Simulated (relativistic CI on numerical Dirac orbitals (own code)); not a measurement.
Cu³⁺ in a cubic cluster: L2,3 absorption with charge transfer

Computed with a charge-transfer multiplet model of a cubic metal-ligand cluster with up to 2 ligand holes, Slater and spin-orbit integrals from Dirac-Coulomb-Breit ions, Slater integrals scaled by 0.9. The ground state mixes d8 with configurations of k ligand holes L, whose averages lie at kΔ + k(k − 1)U_dd/2; a core hole lowers each added d electron by U_cd. 20 K, Lorentzian 0.4 eV and Gaussian 0.3 eV FWHM.

Atomic integrals in eV (Slater integrals scaled, ζ unscaled), ground: F2dd 12.450, F4dd 7.768, zeta_d 0.110; with the core hole: F2dd 12.450, F4dd 7.768, zeta_d 0.138, zeta_core 13.377, F2cd 7.943, G1cd 6.088, G3cd 3.464.

Cluster parameters (eV): U_dd = 6.8, U_cd = 8.2, 10Dq = 0.55, 10Dq(ligand) = 1, V(eg) = 2.65, V(t2g) = -1.29, final-state hopping factor = 0.9.

Weights, n_d and S are thermal averages at 20 K. Photon energies count from the first peak over 30 % of the highest in each spectrum, which can be another peak from case to case. The parameters are a model scan and need not match a compound or its usual spin state. Peaks in eV (height, largest 100): 0.0 (100), 1.4 (18), 6.3 (5), 20.2 (23), 21.0 (22).

(1) Which parameters give this spectrum?
A. Δ = 0.3 eV
B. Δ = 6.3 eV
C. Δ = 2.3 eV
D. Δ = 3.3 eV
E. Δ = 4.3 eV

Answers

(1) C. Δ = 2.3 eV; the ground state then has 8.37 d electrons and S = 1.00. The choice follows from running the model for each set and comparing peak positions and heights.
